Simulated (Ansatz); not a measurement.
Calculated with Ansatz (gas phase, PBE0-D4/def2-TZVP geometries, no zero-point term in ΔE). CCSD(T)/CBS is the MP2 limit (def2-TZVPP, def2-QZVPP) plus CCSD(T) − MP2 in def2-TZVPP, frozen cores. Functionals use def2-TZVPP. One conformer a species, not always the lowest.

Consider the formal exchange of groups at a C–O bond: `COC[SiH2]F` + `C=NBF` → `C=NB(C)F` + `OC[SiH2]F`.

`COC[SiH2]F`:

Cartesian coordinates in Å:
```
C 0.516 -1.703 0.167
O 1.086 -0.462 0.480
C 0.638 0.582 -0.361
Si -1.012 1.335 0.149
F -0.828 2.100 1.544
H -0.578 -1.693 0.259
H 0.773 -2.012 -0.857
H 0.919 -2.432 0.869
H 0.599 0.257 -1.413
H 1.393 1.375 -0.314
H -2.075 0.318 0.344
H -1.431 2.333 -0.869
```

`C=NBF`:

Cartesian coordinates in Å:
```
C -0.594 1.058 -0.496
N -0.021 0.062 -0.036
B 0.562 -1.056 0.499
F 1.881 -1.249 0.382
H -0.720 1.975 0.093
H -0.999 1.072 -1.514
H -0.109 -1.862 1.072
```

`C=NB(C)F`:

Z-matrix (Å, degrees):
```
C
B 1 1.566
H 1 1.090 2 113.5
H 1 1.094 2 110.2 3 121.8
H 1 1.095 2 109.6 3 -121.4
N 2 1.385 1 123.0 3 -2.2
F 2 1.345 1 119.3 3 -178.6
C 6 1.240 2 159.8 1 88.0
H 8 1.098 6 122.6 2 4.2
H 8 1.096 6 121.3 2 -176.0
```

`OC[SiH2]F`:

```xyz
9

O    -0.417   -1.061    1.317
C    -0.820   -0.249    0.222
Si    0.659    0.382   -0.745
F     1.605    1.128    0.320
H     0.161   -0.541    1.883
H    -1.463    0.582    0.547
H    -1.440   -0.879   -0.425
H     0.268    1.366   -1.787
H     1.447   -0.728   -1.332
```

```csv
level,ΔE (kcal/mol),difference from CCSD(T)/CBS
ωB97X-V,-21.4,1.2
B2PLYP,-21.7,0.9
PBE,-21.9,0.7
PBE0,-22.6,0.0
SCS-MP2/def2-TZVPP,-21.6,1.0
CCSD(T)/def2-TZVPP,-21.9,0.7
HF/def2-QZVPP,-20.5,2.1
MP2/def2-QZVPP,-23.2,-0.6
SCS-MP2/def2-QZVPP,-22.0,0.6
MP2/CBS(def2),-23.6,-1.0
CCSD(T)/CBS,-22.6,0
```

Largest T1 diagnostic among the species: 0.014.

In def2-TZVPP, CCSD(T) changes the Hartree–Fock value by −1.3 kcal/mol (the triples alone add +0.1 kcal/mol) and MP2 by −2.3 kcal/mol.
